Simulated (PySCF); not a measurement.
**Relaxation of singlet Sr₂Se**

Method: PBE0/[Se def2-TZVP, Sr def2-TZVP with ECP28], scalar-relativistic core potentials, density fitting, no spin–orbit coupling, PySCF. A (50,194) grid was used.

A start displaced from a saddle point along its imaginary mode, of C2v symmetry, held to at least that symmetry:

Coordinates in bohr (charge 0 multiplicity 1):
```
Se    0.4724   -0.0029    0.0000
Sr   -0.2147    0.0013    5.2137
Sr   -0.2147    0.0013   -5.2137
```

Q: What does it relax to?

A: It ends at C2v with Se–Sr 2.772 Å (×2), Sr–Sr 3.651 Å; Se–Sr–Sr 48.8° (×2), Sr–Se–Sr 82.4° (after a last refinement on a finer grid). The frequency run here used a shortcut that can spoil soft modes, so no verdict on minimum or saddle point is given. Other isomers or separated fragments may lie lower.

Q: How much energy is released, and in how many steps?

A: 57.4 kJ/mol in 48 steps.

The relaxation took about 4 core-minutes on a shared host.
